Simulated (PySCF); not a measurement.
Ionisation energy of Xe by level of theory

Xe [Xe] (1S) → Xe⁺ [Kr] 4d10 5s2 5p5 (2P), as a difference of total energies. All numbers are calculated (PySCF 2.14, scalar relativity through the core potential, in aug-cc-pVTZ-PP with one added diffuse shell each of d, f type with ECP28MDF (6s5p5d3f, 67 functions)). Correlated levels: valence: 4s2 4p6 4d10 frozen. The calculations carry no spin-orbit coupling.

```tsv
method	ionisation energy (eV)
UHF	11.465
LDA	12.610
PBE	12.328
PBE0	12.393
r2SCAN	12.428
PW91	12.394
M06	12.075
PBEsol	12.366
SCS-MP2 (valence)	12.237
```

**Question.** Estimate what B97-3 gives.

**Answer.** 12.337 eV, closest to PBE among the rows shown.

**Question.** Estimate what MP2 (valence) gives.

**Answer.** 12.308 eV, closest to PBE among the rows shown.

Errors of the correlated levels include the incompleteness of this basis and the frozen core.

For comparison: 12.565 eV (measured; NIST levels, between the centres of gravity of the two terms).
